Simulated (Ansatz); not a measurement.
Two isomers of AlBH6OSi: A = `[BH2][AlH][O][SiH3]`, B = `[AlH2][BH]O[SiH3]`.

Gas-phase electronic energies from Ansatz, PBE0-D4/def2-TZVP geometries. CCSD(T)/CBS adds triple-zeta CCSD(T) − MP2 to the extrapolated MP2 energy (def2 sets, frozen cores). Functionals use def2-TZVPP. B3LYP here is the variant with VWN-RPA as its local correlation; programs differ in this. One conformer a species, not always the lowest.

Which is lower in electronic energy at CCSD(T)/CBS, and by how much? (Estimate.)

The calculation gave: A, by 8.7 kcal/mol.

Give E(B) − E(A) in kcal/mol with CCSD(T)/def2-TZVPP, r2SCAN-D4, B3LYP-D4, PBE0-D4, HF/def2-TZVPP, ωB97M-V, B2PLYP. (Best estimate.)

The calculation gave: CCSD(T)/def2-TZVPP 8.4, r2SCAN-D4 8.1, B3LYP-D4 7.6, PBE0-D4 6.4, HF/def2-TZVPP 11.1, ωB97M-V 7.6, B2PLYP 8.5. None reverses the order clearly.

Does the order hold for the free energy at 298.15 K (harmonic terms from PBE0-D4)? (Best estimate.)

Ansatz gave: Yes: G(B) − G(A) = +10.1 kcal/mol, for one conformer each. Modes under 60 cm⁻¹, often nearly free rotors, make the harmonic entropy too high.

Largest T1 diagnostic: 0.013.

In def2-TZVPP, CCSD(T) changes the Hartree–Fock value by −2.6 kcal/mol (the triples alone add −0.8 kcal/mol) and MP2 by −1.7 kcal/mol. From BLYP to BHLYP (50 % exact exchange), in def2-TZVPP and without D4, E(B) − E(A) moves by +2.6 kcal/mol.
